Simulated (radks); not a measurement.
Task: Species: La14+. Configuration: [Kr] 4d7. Method: Dirac Kohn-Sham, PBE, spin-unpolarised, spherical densities, point nucleus; open shells are shared between the two j in proportion to 2j + 1; computed with a radial shooting solver on a logarithmic mesh with Libxc functionals.

Spin-orbit splittings of the eigenvalues, e(l+1/2) - e(l-1/2), with zeta = 2 splitting/(2l+1) and mean radii in bohr:

| shell | occ. | splitting (eV) | zeta (eV) | <r> j=l-1/2 | <r> j=l+1/2 |
|---|---|---|---|---|---|
| 2p | 6 | 413.4 | 275.6 | 0.08988 | 0.09598 |
| 3p | 6 | 81.01 | 54.01 | 0.2739 | 0.2859 |
| 3d | 10 | ? | ? | 0.2566 | 0.2604 |
| 4p | 6 | 18.68 | 12.45 | 0.6509 | 0.6739 |
| 4d | 7 | 3.509 | 1.404 | 0.7060 | 0.7131 |

Estimate the 3d splitting.

Result: 17.39 eV (zeta = 6.954 eV).
